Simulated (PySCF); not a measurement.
SMILES CO[C@@H]1CC=NCC1, C6H11NO

Geometry:
```tsv
atom	x (Å)	y (Å)	z (Å)
C1	2.631	-0.286	-0.526
O2	1.627	0.670	-0.308
C3	0.302	0.170	-0.353
C4	-0.631	1.374	-0.485
C5	-2.055	0.995	-0.202
N6	-2.473	-0.059	0.333
C7	-1.554	-1.071	0.772
C8	-0.098	-0.614	0.901
H9	2.473	-0.818	-1.473
H10	3.569	0.264	-0.574
H11	2.687	-1.019	0.285
H12	0.190	-0.486	-1.234
H13	-0.313	2.138	0.231
H14	-0.555	1.813	-1.481
H15	-2.809	1.717	-0.498
H16	-1.633	-1.901	0.060
H17	-1.925	-1.437	1.734
H18	0.011	0.041	1.769
H19	0.546	-1.482	1.041
```

The calculation used GIAO KT2/STO-3G magnetisability, rotational g tensor and spin-rotation constants, non-relativistic, gas phase in PySCF 2.14.0. Geometry: GFN2-xTB.

Task: Give the nuclear spin-rotation constants along the inertial axes (H = +C I·J) beside the isotropic shieldings.

Result: Rotational constants 4.4405, 1.4202, 1.1455 GHz. A star marks the isotopologue with that one atom substituted, in its own axes.
```csv
atom,isotope,Caa (kHz),Cbb (kHz),Ccc (kHz),mean (kHz),σ (ppm)
N6,14N,0.524,0.368,-0.010,0.294,42.6
H9,1H,-0.478,-0.165,0.027,-0.205,31.4
H10,1H,-0.038,-0.121,-0.111,-0.090,30.6
H11,1H,-0.479,0.020,-0.112,-0.190,30.9
H12,1H,-0.459,-0.160,0.023,-0.199,31.3
H13,1H,-0.465,-0.135,0.001,-0.200,31.2
H14,1H,-0.444,-0.034,-0.080,-0.186,30.9
H15,1H,-0.127,0.045,-0.118,-0.067,25.7
H16,1H,-0.507,-0.108,0.007,-0.203,30.3
H17,1H,-0.378,-0.030,-0.073,-0.160,29.6
H18,1H,-0.499,-0.148,0.005,-0.214,32.1
H19,1H,-0.316,-0.032,-0.127,-0.158,31.6
C1,13C*,0.407,0.175,0.138,0.240,183.4
O2,17O*,-0.277,-0.034,-0.018,-0.110,349.5
C3,13C*,0.452,0.229,0.160,0.280,169.8
C4,13C*,0.354,0.141,0.077,0.191,204.3
C5,13C*,1.290,0.342,0.106,0.579,121.1
C7,13C*,0.458,0.145,0.138,0.247,186.2
C8,13C*,0.381,0.121,0.062,0.188,209.2
```
For the geometry as given, no vibrational averaging.
